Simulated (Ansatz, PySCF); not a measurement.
Gas-phase reaction in SMILES: C[C@H]1CO1 -> C[C]1CO1 + H atom (the C-H bond at the site shown breaks; other sites are not compared here)
Geometries: B3LYP-D3(BJ)/def2-TZVP minima from Ansatz (a first-principles code).

Property: bond dissociation energy (0 K, with B3LYP-D3(BJ) harmonic zero-point energies from PySCF), in eV. Valence correlation only, unless marked. Open shells are spin-unrestricted. No spin-orbit coupling. Non-relativistic. Basis-set limits of correlation are two-point, X^-3; Hartree-Fock from the larger set. [CCSD(T)-MP2]/basis is that difference in the basis named.

```
level                                                                 program  bond dissociation energy (eV)
-------------------------------------------------------------  --------------  -----------------------------
HF-D3(BJ)/def2-TZVPD                                            PySCF + dftd3                              …
BLYP-D3(BJ)/def2-TZVPD                                         Ansatz + dftd3                              …
B3LYP/def2-TZVPD                                                       Ansatz                           4.21
BHLYP-D4/def2-TZVPD                                            Ansatz + dftd4                           4.25
TPSSh-D3(BJ)/def2-TZVPD                                         PySCF + dftd3                           4.24
M06-2X/def2-TZVPD                                                       PySCF                              …
B2PLYP-D4/def2-TZVPD                                           Ansatz + dftd4                           4.24
PBE-QIDH/def2-TZVPD                                                    Ansatz                           4.24
CCSD/6-31G                                                             Ansatz                              …
CCSD/6-31G*                                                            Ansatz                           4.02
RI-MP2/CBS(aug-cc-pVTZ,aug-cc-pVQZ)+[CCSD(T)-MP2]/aug-cc-pVTZ          Ansatz                           4.40
```

Q: Complete the blanks.

A: 
- HF-D3(BJ)/def2-TZVPD, bond dissociation energy (eV): 3.47
- BLYP-D3(BJ)/def2-TZVPD, bond dissociation energy (eV): 4.13
- M06-2X/def2-TZVPD, bond dissociation energy (eV): 4.34
- CCSD/6-31G, bond dissociation energy (eV): 3.99
